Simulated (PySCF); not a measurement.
How methods differ on the excitation energy of Si²⁺

Si²⁺ [Ne] 3s2 (1S) → Si²⁺ [Ne] 3s1 3p1 (3P), as a difference of total energies. Computed with PySCF 2.14 in aug-cc-pVTZ-DK, with the spin-free X2C one-electron Hamiltonian (Gaussian nucleus). Correlated levels: valence: [Ne] frozen. The calculations carry no spin-orbit coupling.

```json
{"method": "UHF", "excitation energy (eV)": "5.354"}
{"method": "LDA", "excitation energy (eV)": "6.631"}
{"method": "PBE", "excitation energy (eV)": "6.458"}
{"method": "PBE0", "excitation energy (eV)": "6.302"}
{"method": "r2SCAN", "excitation energy (eV)": "5.891"}
{"method": "wB97M-V", "excitation energy (eV)": "6.999"}
{"method": "B97-3", "excitation energy (eV)": "6.668"}
{"method": "wB97X", "excitation energy (eV)": "6.389"}
{"method": "LC-wPBE", "excitation energy (eV)": "6.123"}
{"method": "MP2 (valence)", "excitation energy (eV)": "6.140"}
{"method": "SCS-MP2 (valence)", "excitation energy (eV)": "6.363"}
```

**Question.** How much does correlation contribute at MP2 (valence)?

**Answer.** 6.140 − (5.354) = 0.786 eV, measured against UHF.

A first-order spin-orbit estimate (lowest level to lowest level, LS coupling) adds -0.027 eV.
